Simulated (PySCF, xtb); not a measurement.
C3H5ClGe, SMILES [CH]([GeH3])=C=CCl.

GFN2-xTB (xtb 6.7.1) at its own geometry gives an orbital gap of 3.93 eV and a dipole moment of 1.67 D.

Coordinates come from a r2SCAN-D4/def2-SVP optimisation. The structure was generated by enumeration; whether it is a known compound was not checked.

Q: What does B3LYP/def2-TZVP in PySCF give? (An estimate is asked for; the answer gives what the named calculation found.)

A: gap 5.69 eV (levels -6.91 and -1.22 eV), dipole 1.67 D.
